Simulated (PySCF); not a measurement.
ClGe, SMILES [Cl][Ge] (connectivity only; charge and spin as stated), charge +1, multiplicity 1. Geometry: r2SCAN-D4/def2-TZVP. The multiplicity is an assumed one; other spin states were not compared.

TDA-ωB97X/def2-TZVPD (PySCF) puts the lowest singlet excitations at 5.47, 5.47, 5.47, 5.65, 5.65, 7.14 eV.

**Question.** What are the lowest excitation roots from ADC(2)/aug-cc-pVDZ run with PySCF? (Estimate from the structure and the level; the computed values follow.)

**Answer.** 5.40, 5.40, 5.48, 5.48, 5.51, 6.11 eV. S1 differs by -0.07 eV (second minus first; roots are paired by order, and the bases may differ).
